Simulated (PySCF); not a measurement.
C2H10Si4, SMILES [SiH3][SiH2][Si@@H]1C=C[SiH2]1. Atoms are numbered in the order given.

```xyz
16

Si     3.1029    -0.2533     0.0120
Si     1.1890     0.4036     1.2113
Si    -0.5655     0.7903    -0.2998
C     -2.3053     0.8356     0.4642
C     -2.9247    -0.2848     0.0122
Si    -1.6709    -1.1063    -1.1487
H      3.5035     0.8320    -0.9326
H      2.7925    -1.4791    -0.7829
H      4.2515    -0.5474     0.9195
H      1.4975     1.6194     2.0268
H      0.7837    -0.6946     2.1413
H     -0.2176     1.9313    -1.2023
H     -2.7729     1.5487     1.1565
H     -3.9428    -0.5713     0.3089
H     -2.0741    -1.1491    -2.5862
H     -1.2178    -2.4748    -0.7552
```
Charge 0, spin multiplicity 1.

Coordinates come from a B3LYP-D3(BJ)/def2-SVP optimisation. The structure was generated by enumeration; whether it is a known compound was not checked. Other conformers were not sampled.

Two levels are set side by side: PBE/pcSseg-1 (PySCF) and HF/pcSseg-1 (PySCF). GIAO shifts against TMS (²⁹Si), TMS (¹H), TMS (¹³C) at the same level; non-relativistic, no solvent, atoms listed together averaged. Differences are taken from unrounded values.

```tsv
quantity	HF
δ(²⁹Si) of Si1 (ppm)	-93.3
δ(²⁹Si) of Si2 (ppm)	-97.9
δ(²⁹Si) of Si3 (ppm)	-43.2
δ(¹³C) of C4 (ppm)	172.4
δ(¹³C) of C5 (ppm)	169.7
δ(²⁹Si) of Si6 (ppm)	-45.7
δ(¹H) of H12 (ppm)	4.62
δ(¹H) of H13 (ppm)	7.68
δ(¹H) of H14 (ppm)	7.52
δ(¹H) of H15, H16 (ppm)	4.63
```

Task: What does PBE give, and how far is it from HF? (Estimate from the structure and the level; the computed values follow.)

Result: 
```csv
quantity,PBE,PBE minus HF
δ(²⁹Si) of Si1 (ppm),-111.1,-17.7
δ(²⁹Si) of Si2 (ppm),-113.4,-15.5
δ(²⁹Si) of Si3 (ppm),-49.5,-6.4
δ(¹³C) of C4 (ppm),172.8,0.4
δ(¹³C) of C5 (ppm),168.0,-1.8
δ(²⁹Si) of Si6 (ppm),-51.3,-5.6
δ(¹H) of H12 (ppm),5.33,0.71
δ(¹H) of H13 (ppm),7.72,0.04
δ(¹H) of H14 (ppm),7.55,0.03
"δ(¹H) of H15, H16 (ppm)",5.18,0.55
```

Rough cost on one machine, each run with all the roots and properties that it gave: HF against PBE within a factor of 2.
